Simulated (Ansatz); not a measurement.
Breaking the Si4–H5 bond in GaH5Si (SMILES [SiH3][GaH2]) (multiplicity 1 held, fragments rigid). Energies count from the point at 1.488 Å.
Geometry at that point (charge 0, multiplicity 1):
```xyz
7

Ga     0.0214    -0.3802    -0.7300
H     -1.2890    -0.5161    -1.5946
H      1.3585    -0.9627    -1.3251
Si    -0.0393     0.7330     1.4213
H     -0.0485     2.2044     1.2014
H      1.1342     0.4111     2.2710
H     -1.2689     0.3879     2.1794
```

R- and RO- levels are restricted; in cc, def2 and unpolarised 6-31G sets they are followed outwards from rest. U- levels take the lowest unrestricted solution at each point, which mixes spins at long bonds. Active spaces are followed from a long bond inwards. Levels need not reach the same state.

Frozen-core correlation. Filled d and f shells under p-block atoms count as core.

Codes used: Ansatz (a quantum-chemistry and plane-wave program). Each number belongs to the level named beside it.

Energies in kcal/mol.

```csv
R (Å),R-PBE/def2-TZVPP,U-PBE/def2-TZVPP,R-r2SCAN/def2-TZVPP,R-SCS-MP2/def2-TZVPP,R-CCSD(T)/def2-TZVPP,"FIC-MRCISD+Q on CASSCF(2,2)/def2-TZVPP"
1.190,29.9,29.9,28.9,28.5,28.8,28.8
1.339,6.3,6.3,5.7,___,5.6,5.6
1.488,0.0,0.0,0.0,0.0,0.0,0.0
1.637,2.8,2.8,3.4,4.0,3.6,3.6
1.785,10.2,10.2,11.5,12.7,11.8,11.8
2.008,24.7,24.7,26.9,___,27.2,27.1
2.232,39.7,39.7,42.8,46.4,42.7,42.5
2.604,61.8,61.8,66.3,71.8,63.7,63.4
2.975,78.8,75.9,84.4,91.3,76.6,76.6
3.422,92.9,81.9,99.7,107.1,82.3,84.3
4.017,104.3,83.7,112.1,116.8,80.4,87.6
4.761,111.2,84.1,119.8,___,75.3,88.4
```

Question: Complete the blanks.

Answer: 
- 2.008, R-SCS-MP2/def2-TZVPP: 29.3
- 4.761, R-SCS-MP2/def2-TZVPP: 114.9
- 1.339, R-SCS-MP2/def2-TZVPP: 5.4

Doubts at one or more of the structures used: a restricted determinant that unrestricted orbitals would lower (R-PBE/def2-TZVPP, R-r2SCAN/def2-TZVPP, R-SCS-MP2/def2-TZVPP, R-CCSD(T)/def2-TZVPP); a spin-contaminated determinant (U-PBE/def2-TZVPP); other coupled-cluster roots lie near (R-CCSD(T)/def2-TZVPP); T1 above 0.05 (R-CCSD(T)/def2-TZVPP).
